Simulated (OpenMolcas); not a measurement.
## 4s2 4p2 along the 32-electron sequence

```json
{
 "Program": "OpenMolcas",
 "Method": "SS-CASPT2, IPEA 0.25 Eh, imaginary shift 0.1 Eh",
 "Basis": "ANO-RCC-VTZP",
 "Scalar Hamiltonian": "DKH2, point nucleus",
 "Spin-orbit coupling": "RASSI with atomic mean-field integrals over the reference wave functions, term energies averaged over their components"
}
```

Active space for each ion: 4 electrons in 4 orbitals (4s 4p); closed shells correlated by CASPT2: 3d.

Computed levels in cm-1 above 3P0:

```json
{"Level": "3P1", "As+": "953", "Se2+": "1559", "Br3+": "2370", "Kr4+": "3350"}
{"Level": "3P2", "As+": "2280", "Se2+": "3560", "Br3+": "5150", "Kr4+": "6940"}
{"Level": "1D2", "As+": "9830", "Se2+": "12740", "Br3+": "15880", "Kr4+": "19190"}
{"Level": "1S0", "As+": "21560", "Se2+": "27180", "Br3+": "32700", "Kr4+": "38260"}
{"Level": "weight of 3P in the lowest level (%)", "As+": "99", "Se2+": "98", "Br3+": "98", "Kr4+": "97"}
```

Measured, with the error of the calculation in %. Measured levels: As+ from NIST Handbook of Basic Atomic Spectroscopic Data; Se2+ from Moore, Atomic Energy Levels, vol. II, NSRDS-NBS 35 (1971 reprint of NBS Circular 467, 1952); Kr4+ from Saloman, J. Phys. Chem. Ref. Data 36, 215 (2007).

```json
{"Level": "3P1", "As+": "1063 (-10.4)", "Se2+": "1741 (-10.5)", "Kr4+": "3743 (-10.6)"}
{"Level": "3P2", "As+": "2541 (-10.1)", "Se2+": "3937 (-9.6)", "Kr4+": "7595 (-8.6)"}
{"Level": "1D2", "As+": "10096 (-2.6)", "Se2+": "13032 (-2.2)", "Kr4+": "19723 (-2.7)"}
{"Level": "1S0", "As+": "22599 (-4.6)", "Se2+": "", "Kr4+": "39204 (-2.4)"}
```

The fine-structure level 3P2 changes by a factor of 3.04 from As+ to Kr4+. Its fourth root runs 6.91, 7.72, 8.47, 9.13, with steps per unit of Z of 0.81, 0.75, 0.66; equal steps would mean a (Z - σ)^4 law with constant σ.

1D2 changes by a factor of 1.95 over the same range, with steps per unit of Z of +2910, +3140, +3310 cm-1.

CASPT2 does not keep the components of a term degenerate, so their means are used; among the terms shown or strongly mixed into the levels shown the widest spread is 12 cm-1 (4s2 4p2 1D, As+). Over all roots computed the reference weight is 0.86 to 0.98 in As+, 0.86 to 0.98 in Se2+, 0.87 to 0.99 in Br3+, 0.87 to 0.99 in Kr4+; the roots of lowest weight are the least certain, and an intruder state may touch them. Terms from blocks run as CI alone lack orbitals of their own. Some high roots are left out of the spin-orbit mixing, which shifts the levels that they would mix with (holds for As+). Measured partners are found by configuration, term and J. A level has none where our copy of the source lacks it or the pairing is in doubt (some pairs that miss far off the trend of their configuration count as doubtful), and it then counts in no deviation. Only configurations of the active space appear.
